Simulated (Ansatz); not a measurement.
Input and output for `C[S][Ga]([CH3])[F]`.

```yaml
crystal:
  periodic: [false, false, false]
  atoms:
    - {symbol: C, position_ang: [-1.822421, 0.551805, 0.690965]}
    - {symbol: S, position_ang: [-1.207338, 1.418883, -0.788340]}
    - {symbol: Ga, position_ang: [0.726035, 0.437130, -1.057799]}
    - {symbol: C, position_ang: [1.552976, -0.971899, 0.007576]}
    - {symbol: F, position_ang: [1.601006, 1.061869, -2.451257]}
    - {symbol: H, position_ang: [-1.968994, -0.510581, 0.501615]}
    - {symbol: H, position_ang: [-1.158430, 0.687803, 1.543384]}
    - {symbol: H, position_ang: [-2.787604, 0.997206, 0.930372]}
    - {symbol: H, position_ang: [1.692868, -0.635975, 1.036713]}
    - {symbol: H, position_ang: [2.521420, -1.235214, -0.417286]}
    - {symbol: H, position_ang: [0.915881, -1.858027, 0.024759]}
basis:
  gaussian: {orbitals: x2c-TZVPPall}
magnetization: {spin_polarized: true, initial_magnetization: 2}
hamiltonian: {xc: {name: B97M-V}}
scf: {lower_state_search: full}
```

```sh
$ ansatz run in.yaml --threads 4 --pin off --events-out ev --progress --plain --max-ram 10444MiB
```

Shortened log:

```
Functional definition: B97M-V
1524 factors; their error is unknown
mean field evaluation 1: about -68619.7888 eV, gradient 6.1e1 eV
mean field evaluation 2: about -68562.3035 eV, gradient 1.3e2 eV
mean field evaluation 4: about -68634.6065 eV, gradient 1.5e1 eV
mean field evaluation 8: about -68635.8342 eV, gradient 3.8e0 eV
mean field evaluation 16: about -68635.9572 eV, gradient 1.6e-1 eV
mean field evaluation 64: about -68635.8984 eV, gradient 8.1e-1 eV
mean field evaluation 96: about -68635.4678 eV, gradient 2.6e0 eV
mean field evaluation 160: about -68635.8878 eV, gradient 1.4e0 eV
mean field evaluation 224: about -68635.9265 eV, gradient 3.6e-1 eV
mean field evaluation 256: about -68635.9272 eV, gradient 1.8e-3 eV
mean field -68635.92722027 eV, -2522.3238022426 hartree, gradient 2.1e-6 eV, S^2 2.006846; 17 other end points of the search recorded, 0 dependent functions left out
reference -68635.92728941 eV, -2522.3238047833 hartree; 38, 36 occupied and 229, 231 virtual orbitals, 1524 factors
Total energy: -68635.92728941 eV, -2522.3238047833 hartree
Relativity: scalar
```

It took 43 s on 4 threads of an AMD EPYC 9R45 on a shared host, with 1.3 GiB of host memory at the peak.
